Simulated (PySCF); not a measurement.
CH7AlGe, SMILES [CH3][AlH][GeH3]. Atoms are numbered in the order given.

```xyz
10

Al    -1.2585     0.2974    -0.4366
Ge     0.8533    -0.6414     0.4850
H      1.2533    -1.9798    -0.2064
H      2.0835     0.3033     0.3509
H      0.7296    -0.9825     2.0010
H     -2.5836    -0.6093    -0.3698
C     -1.3645     2.0917    -1.2345
H     -2.1158     2.7096    -0.6952
H     -1.7226     2.0251    -2.2854
H     -0.4029     2.6424    -1.2340
```

Geometry optimised at PBE-D3(BJ)/def2-SVP. The structure was generated by enumeration; whether it is a known compound was not checked.

All values below come from TDDFT-ωB97X/def2-SVPD in PySCF.

Vertical excitations. 

```csv
state,energy (eV),λ (nm),f,main pairs
S1,4.54,273,0.006,HOMO→LUMO 98 %
S2,5.35,232,0.002,HOMO−1→LUMO 96 %
S3,6.60,188,0.145,"HOMO→LUMO+1 72 %, HOMO→LUMO+3 14 %"
S4,6.99,177,0.255,"HOMO→LUMO+2 70 %, HOMO→LUMO+1 12 %"
S5,7.31,170,0.001,HOMO−3→LUMO 87 %
S6,7.45,166,0.025,HOMO−2→LUMO 79 %
S7,7.63,162,0.015,HOMO→LUMO+4 88 %
S8,7.67,162,0.107,HOMO−1→LUMO+1 69 %
S9,7.85,158,0.406,"HOMO→LUMO+3 41 %, HOMO→LUMO+5 29 %, HOMO−2→LUMO 11 %"
S10,8.20,151,0.194,HOMO−1→LUMO+2 63 %
T1,4.03,308,0,HOMO→LUMO 96 %
T2,5.08,244,0,HOMO−1→LUMO 93 %
T3,6.00,207,0,"HOMO→LUMO+1 41 %, HOMO→LUMO+3 26 %, HOMO→LUMO+2 15 %, HOMO→LUMO+5 7 %"
T4,6.21,200,0,"HOMO→LUMO+2 51 %, HOMO→LUMO+1 26 %, HOMO→LUMO+5 12 %"
```
Triplets are in the Tamm–Dancoff approximation, which puts them higher than full response would, so one can lie above its singlet here.
